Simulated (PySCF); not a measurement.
A run for PySCF: D3(BJ) and D4 dispersion corrections on C2H9N (a complex), monomers drawn apart or pushed together.

```python
from pyscf import gto
from pyscf.dispersion import dftd3, dftd4

mol = gto.M(
    atom='''
    C     0.06534539    0.01999414    0.07014808
    H     0.93317877   -0.63723233    0.01232120
    H    -0.46566412   -0.15390125    1.00591265
    H     0.39821374    1.05703365    0.02351863
    H    -0.59431880   -0.18274317   -0.77340044
    C     0.39470923    0.02397003    4.84123786
    N    -0.98869273   -0.38337861    4.59861545
    H     0.56454288    1.00291826    4.39056483
    H     1.06733725   -0.67811684    4.34636366
    H     0.68351475    0.08252148    5.89921731
    H    -1.63666802    0.26186725    5.03374780
    H    -1.17027413   -1.29805597    4.99349618
    ''',
    basis='def2-svp',
    charge=0, spin=0, verbose=0, max_memory=1800)
d3, d4 = {}, {}
for xc in ['hf', 'pbe', 'blyp', 'revpbe', 'tpss', 'r2scan', 'b3lyp', 'pbe0', 'bhlyp', 'camb3lyp', 'b2plyp']:
    d3[xc] = float(dftd3.DFTD3Dispersion(mol, xc=xc, version='d3bj', atm=False).get_dispersion()['energy'])
    print(f'D3(BJ) {xc:10s} {d3[xc]:14.8f} Eh')
for xc in ['hf', 'pbe', 'blyp', 'revpbe', 'tpss', 'r2scan', 'b3lyp', 'pbe0', 'bhlyp', 'camb3lyp', 'b2plyp']:
    d4[xc] = float(dftd4.DFTD4Dispersion(mol, xc={'camb3lyp': 'cam-b3lyp'}.get(xc, xc), atm=True).get_dispersion()['energy'])
    print(f'D4     {xc:10s} {d4[xc]:14.8f} Eh')
```

Output:

```
D3(BJ) hf            -0.04064817 Eh
D3(BJ) pbe           -0.00427466 Eh
D3(BJ) blyp          -0.00843629 Eh
D3(BJ) revpbe        -0.01156089 Eh
D3(BJ) tpss          -0.00510493 Eh
D3(BJ) r2scan        -0.00123402 Eh
D3(BJ) b3lyp         -0.00681329 Eh
D3(BJ) pbe0          -0.00347949 Eh
D3(BJ) bhlyp         -0.00500835 Eh
D3(BJ) camb3lyp      -0.00287519 Eh
D3(BJ) b2plyp        -0.00293289 Eh
D4     hf            -0.01433244 Eh
D4     pbe           -0.00339389 Eh
D4     blyp          -0.00766034 Eh
D4     revpbe        -0.01354074 Eh
D4     tpss          -0.00455872 Eh
D4     r2scan        -0.00097527 Eh
D4     b3lyp         -0.00528061 Eh
D4     pbe0          -0.00282495 Eh
D4     bhlyp         -0.00340650 Eh
D4     camb3lyp      -0.00277289 Eh
D4     b2plyp        -0.00235330 Eh
```

The run finished.

Cost: around 0.04 core-seconds (rough).
